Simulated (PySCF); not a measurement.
# Relaxation of singlet MoCl₃⁺

Level of theory: PBE0/[Mo def2-TZVP with ECP28, Cl def2-TZVP], scalar-relativistic core potentials, density fitting, no spin–orbit coupling, PySCF. A (50,194) grid was used.

A hand-made T-shaped start, of C2v symmetry, held to at least that symmetry:

Coordinates in bohr (charge 1 multiplicity 1):
```
Mo    0.0000    0.0000   -0.8096
Cl    0.0000    0.0000    3.5795
Cl    4.3864    0.0000   -0.6564
Cl   -4.3864    0.0000   -0.6564
```

Q: What forces act on the atoms at the start (eV/Å)?

A: 
```tsv
atom	Fx	Fy	Fz
Mo1	0.00	0.00	4.31
Cl2	0.00	0.00	-2.60
Cl3	-2.54	0.00	-0.85
Cl4	2.54	0.00	-0.85
```

Q: What does it relax to?

A: It ends at D3h with Mo–Cl 2.134 Å (×3); Cl–Mo–Cl 120.0° (×3) (after a last refinement on a finer grid). A frequency run shows a minimum.

Q: How much energy is released, and in how many steps?

A: 205.1 kJ/mol in 9 steps.

At this level a triplet minimum of C2v symmetry lies 62 kJ/mol below this structure.
